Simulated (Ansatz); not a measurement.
Two isomers of FH4SbSi: A = `[F][SbH][SiH3]`, B = `F[SiH2][SbH2]`.

Program: Ansatz. Geometries: PBE0-D4/def2-TZVP. ΔE: electronic, gas phase. CBS: MP2 limit from def2 TZ/QZ plus the TZ coupled-cluster correction, frozen cores. DFT in def2-TZVPP. def2 core potentials past Kr. For Sb outer-core shells are correlated without core-valence functions, which leaves a few kJ/mol of doubt a bond.

A:

```xyz
7

F     1.716    0.687   -1.650
Sb    0.278    1.543   -0.688
Si   -0.650   -0.685    0.257
H     1.191    1.748    0.751
H     0.452   -1.542    0.761
H    -1.406   -1.402   -0.801
H    -1.581   -0.350    1.370
```

B:

Z-matrix (Å, degrees):
```
Si
Sb 1 2.571
F 1 1.606 2 108.7
H 1 1.484 2 113.7 3 -119.5
H 1 1.486 2 109.6 3 117.5
H 2 1.711 1 88.0 3 178.4
H 2 1.708 1 91.0 3 87.2
```

Q: Which is lower in electronic energy at CCSD(T)/CBS, and by how much? (An estimate is asked.)

A: The calculation gave: B, by 24.4 kcal/mol.

Q: Give E(B) − E(A) in kcal/mol with HF/def2-TZVPP, PBE-D4, BLYP-D4, LDA (SPW92), MP2/def2-TZVPP, r2SCAN-D4, PBE0-D4. (Best estimate.)

A: Ansatz gave: HF/def2-TZVPP -26.1, PBE-D4 -21.3, BLYP-D4 -20.7, LDA (SPW92) -24.5, MP2/def2-TZVPP -27.6, r2SCAN-D4 -23.6, PBE0-D4 -23.7. None reverses the order clearly.

Q: Does the order hold for the free energy at 298.15 K (harmonic terms from PBE0-D4)? (Best estimate.)

A: The calculation gave: Yes: G(B) − G(A) = -24.2 kcal/mol.

Largest T1 diagnostic: 0.014.

From BLYP to BHLYP (50 % exact exchange), in def2-TZVPP and without D4, E(B) − E(A) moves by −4.4 kcal/mol. Leaving LDA and LC-ωPBE aside and taking each functional with its dispersion term where it has one, the values, not all of them listed here, spread over 5.6 kcal/mol, from PBE-QIDH to BLYP-D4. LDA lies −3.3 kcal/mol from PBE without D4.
